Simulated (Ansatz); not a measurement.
CH5ClNOTa, SMILES `[CH3][Ta]([NH2])(=[O])[Cl]`, charge 0, multiplicity 1.

Problem. Give a relaxed structure at PBE0-D4/def2-TZVP (Ansatz 0.2.0). (Best estimate.)

Solution. Ansatz gave: 
Cartesian coordinates in Å:
```
C 0.2813 0.9192 -1.2473
Ta -0.1962 -0.7870 -0.0203
N -0.0156 -0.1970 1.8407
O 1.0894 -1.8842 -0.2866
Cl -2.2814 -1.6087 -0.6316
H -0.4236 1.7414 -1.0844
H 0.2232 0.6212 -2.3011
H 1.2936 1.2870 -1.0630
H 0.7089 -0.4920 2.4786
H -0.6795 0.4002 2.3151
```
This is one stationary point; other conformers may exist.
